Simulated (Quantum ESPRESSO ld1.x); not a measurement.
The numbers below are computed, except where a source is named.
One sound ld1.x (Quantum ESPRESSO 7.5) input for the strontium ion Sr3+ gives E = -3178.09 hartree in 35 iterations:

```
 &input
    zed=38.0,
    iswitch=1,
    rel=2,
    dft='BLYP',
    config='[Ar] 3d10 4s2 4p5',
    lsmall=.true.,
    prefix='ld1',
    max_out_wfc=37,
    file_charge='ld1.rho',
 /
```

Changed or added lines, one case at a time, and what came of them:

- dft='GGA': refused. The program stops in set_dft_from_name with "GGA: unrecognized dft": the name is not a functional that the program knows.
- rel=-1: refused. The program stops in ld1_readin with "wrong rel": rel takes 0, 1 or 2.
- lsd=2: refused. The program stops in ld1_readin with "lsd not correct": lsd takes 0 or 1.
- config='[Pd] 3d10 4s2 4p5': refused. The program stops in el_config with "wrong core: Pd": the cores known are He, Ne, Ar, Kr, Xe, Hg and Rn.
- isic=1 latt=1: refused. The program stops in ld1_readin with "isic and latter correction not allowed": the two corrections exclude each other.
- atom='Jo' (without zed): crashed. The program stops in dirsol with "no classical turning point found": the symbol names no element.
- lsd=1: refused. The program stops in ld1_readin with "local spin density and spin-orbit not allowed": spin polarisation goes with rel = 0 or 1 alone.
